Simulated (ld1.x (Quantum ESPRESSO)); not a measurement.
## LDA (PZ) PAW dataset for N (Z = 7), scalar-relativistic all-electron reference.

```json
{
  "Element": "N (Z = 7)",
  "Generator": "ld1.x (Quantum ESPRESSO) 7.5",
  "Type": "PAW",
  "Functional": "LDA (PZ)",
  "Relativity": "scalar-relativistic",
  "Frozen core": "[He]",
  "Valence charge": "5",
  "Reference configuration": "2s2 2p2 (charge +1)",
  "Partial waves": "2s (bound): rcut 0.75, rcutus 0.90 bohr; 2s channel at -1.95 Ry: rcut 0.75, rcutus 0.90 bohr; 2p (bound): rcut 1.80, rcutus 2.35 bohr; 2p channel at 0.05 Ry: rcut 1.80, rcutus 2.35 bohr; 3d channel at 0.35 Ry: rcut 1.35, rcutus 1.75 bohr; 3d channel at 1.05 Ry: rcut 1.35, rcutus 1.75 bohr",
  "Local potential": "all-electron potential smoothed inside 2.20 bohr (lloc = -1)",
  "Core correction": "Bessel-smoothed model core inside 0.40 bohr",
  "Augmentation charge": "PSQ, inside the norm-conserving radii"
}
```

All-electron outer shells of the reference configuration (LDA (PZ), scalar-relativistic, ld1.x):

```tsv
shell	level (eV)	outermost node (bohr)	outermost maximum (bohr)
2s	-32.25	0.32	0.99
2p	-20.82	–	0.91
```

Q: Is the overlap operator S = 1 + Σ q|β⟩⟨β| positive definite (Bessel basis up to 400 Ry)?

A: No: its lowest eigenvalue is -113.038, in the s channel, so the generalised eigenproblem breaks down once the basis is large enough.

Its largest configuration-test error is -22 meV (2s2 2p1). Test run stopped at test 3 of 9 (negative rho), 1 before it not solved. Not counted: 2s2 2p3 (solver errors, printed error -225 eV).

The ghost test of this file was not conclusive. Its overlap operator is not positive definite in a basis up to 400 Ry (lowest eigenvalue s -113.04), so the file is unfit for use: the generalised eigenproblem breaks down once the basis is large enough, and its test numbers describe a broken file.
